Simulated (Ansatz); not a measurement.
Wavefunction ladder for Br2GaH, SMILES `[Br][GaH][Br]`

```xyz
4

Br   -1.862   -1.109   -0.009
Ga    0.044    0.121   -0.173
Br    1.463   -0.001    1.599
H     0.356    0.988   -1.417
```

Total charge 0; spin multiplicity 1. Correlated methods include outer-core shells of Br, Ga, which these sets cover unevenly. Scalar relativity is left out up to krypton. Geometry: relaxed with PBE0-D4/def2-TZVP. Frozen core, restricted reference, the Gaussian-basis code of Ansatz.

```json
{"basis": "def2-SVP", "HF (Eh)": "-7067.90622", "MP2 corr.": "?", "CCSD corr.": "-0.66291", "(T)": "-0.01697", "CCSD(T) total": "?"}
{"basis": "def2-TZVPP", "HF (Eh)": "-7068.78743", "MP2 corr.": "-0.76527", "CCSD corr.": "-0.77330", "(T)": "?", "CCSD(T) total": "?"}
{"basis": "def2-QZVPP", "HF (Eh)": "?", "MP2 corr.": "?", "CCSD corr.": "–", "(T)": "–", "CCSD(T) total": "–"}
```

(1) Fill in the withheld values. (Best estimate.)

## Answers

(1) The calculation gave: def2-SVP MP2 corr.: -0.66555; def2-SVP CCSD(T) total: -7068.58610; def2-TZVPP (T): -0.02825; def2-TZVPP CCSD(T) total: -7069.58898; def2-QZVPP HF (Eh): -7068.92609; def2-QZVPP MP2 corr.: -1.64859.
